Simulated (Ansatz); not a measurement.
The cluster Ga₃Sb₂⁺. Charge 1, multiplicity 5. Geometry r2SCAN-D4/def2-SVP; atoms count from 1.

```csv
atom,x (Å),y (Å),z (Å)
Ga1,0.7035,0.4837,-1.9826
Ga2,0.8051,-0.0266,2.6325
Ga3,-1.6947,-0.4507,-1.2587
Sb4,0.5868,-1.3985,0.1391
Sb5,-0.4007,1.3921,0.4697
```

In the def2 sets Sb takes a core potential; there is no spin–orbit coupling. At PBE0-D4/def2-TZVP a singlet of charge 1 lies 1.25 eV below the quintet, each at its own geometry. The structure comes from a short search, and lower isomers may exist.

(1) Estimate the Mulliken populations from the PBE0/def2-TZVP orbitals of Ansatz.

(2) Where does the spin sit?

(3) And the Mayer bond orders between bonded heavy atoms (over 0.3)?

## Answers

(1) 
```
atom  charge (e)  spin (α − β)
 Ga1        0.25          0.90
 Ga2        0.45          0.33
 Ga3        0.25          0.90
 Sb4        0.03          0.93
 Sb5        0.03          0.93
```
Mulliken values and Mayer orders depend strongly on the basis.

(2) Summed by element: Ga 2.14, Sb 1.86, of 4 unpaired in all. Largest on single atoms: Sb4 0.93, Sb5 0.93, Ga1 0.90.

(3) Ga1–Ga3 0.61 (2.67 Å); Ga1–Sb4 0.56 (2.84 Å); Ga1–Sb5 0.56 (2.84 Å); Ga2–Sb4 0.56 (2.85 Å); Ga2–Sb5 0.56 (2.85 Å); Ga3–Sb4 0.56 (2.84 Å); Ga3–Sb5 0.56 (2.84 Å); Sb4–Sb5 0.98 (2.98 Å).
